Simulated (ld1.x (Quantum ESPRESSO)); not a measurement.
silicon, ultrasoft: configuration errors across variants

| Item | Value |
| --- | --- |
| Element | Si |
| Generator | ld1.x (Quantum ESPRESSO) 7.5 |
| Type | ultrasoft |
| Functional | LDA (PZ) |
| Relativity | non-relativistic |
| Frozen core | [Ne] |
| Valence charge | 4 |
| Reference configuration | 3s2 3p2 |
| Partial waves | 3s (bound): rcut 1.35, rcutus 1.60 bohr; 3s channel at 0.05 Ry: rcut 1.35, rcutus 1.60 bohr; 3p (bound): rcut 1.40, rcutus 1.75 bohr; 3p channel at 0.3 Ry: rcut 1.40, rcutus 1.75 bohr |
| Local potential | all-electron potential smoothed inside 1.70 bohr (lloc = -1) |
| Core correction | Bessel-smoothed model core inside 1.45 bohr |
| Augmentation charge | built from norm-conserving waves at rcut, not smoothed further |

All-electron excitation energies from the reference (eV): (1) 3s2 3p1 7.840; (2) 3s2 3p0 23.966; (3) 3s1 3p0 58.040; (4) 3s1 3p3 6.750; (5) 3s2 3p1.5 2.970; (6) 3s2 3p2.3 -0.959; (7) 3s1 3p2 15.189; (8) 3s2 3p2 spin -0.612; (9) 3s2 3p1 spin 7.635.

Spin tests fill each open shell by Hund’s rule, majority spin first.

3 further variants failed, have other tests or another functional or relativity, and are left out.

A true bound ghost makes a file unfit for plane-wave use even where its test errors are small: the radial tests pick states by their node count and pass the ghost by.

Errors AE − PS in meV (a dash: test not solved or not reliable):

| change | (1) | (2) | (3) | (4) | (5) | (6) | (7) | (8) | (9) | bound ghosts |
| --- | --- | --- | --- | --- | --- | --- | --- | --- | --- | --- |
| base | +0.7 | +6.8 | +19 | -0.1 | +0.1 | 0.0 | +0.1 | +2.7 | +1.8 | none |
| augmentation PSQ, radius 1.35 bohr | +0.2 | +1.6 | -18 | -1.0 | 0.0 | 0.0 | -2.7 | +3.4 | +1.6 | none |
| waves 3p (bound): rcut 1.40, rcutus 1.72 bohr; 3p channel at 0.3 Ry: rcut 1.40, rcutus 1.72 bohr | +0.7 | +6.8 | +19 | -0.1 | +0.1 | 0.0 | +0.1 | +2.7 | +1.8 | none |
| local potential all-electron potential smoothed inside 1.45 bohr (lloc = -1) | +0.7 | +6.8 | +19 | -0.1 | +0.1 | 0.0 | +0.1 | +2.7 | +1.8 | none |
| waves 3s (bound): rcut 1.35, rcutus 1.58 bohr; 3s channel at 0.05 Ry: rcut 1.35, rcutus 1.58 bohr | +0.7 | +6.8 | +19 | -0.1 | +0.1 | 0.0 | +0.1 | +2.7 | +1.8 | none |
| core correction Bessel-smoothed model core inside 1.28 bohr | +0.7 | +6.0 | +13 | -0.2 | +0.1 | 0.0 | -0.3 | +0.9 | +1.0 | none |
| wave 3s channel at 0.05 Ry: rcut 1.35, rcutus 1.60 bohr becomes 3s channel at -0.07 Ry: rcut 1.35, rcutus 1.60 bohr | +0.7 | +6.7 | +19 | -0.1 | +0.1 | 0.0 | +0.1 | +2.7 | +1.8 | none |
| all radii but the core radius scaled by about 1.30 (s 2.08, p 2.28 bohr, rcut 1.76/1.82); local potential all-electron potential smoothed inside 2.20 bohr (lloc = -1) | +1.3 | +14 | +49 | -1.2 | +0.2 | 0.0 | +0.4 | +7.1 | +4.2 | none |
| augmentation PSQ, inside the norm-conserving radii | +0.3 | +2.1 | -16 | -1.1 | 0.0 | 0.0 | -2.9 | +2.9 | +1.4 | none |

Give the same row for: local potential all-electron potential smoothed inside 0.84 bohr (lloc = -1).

+0.7, +6.7, +19, -0.1, +0.1, 0.0, +0.1, +2.7, +1.8; bound ghosts: s.
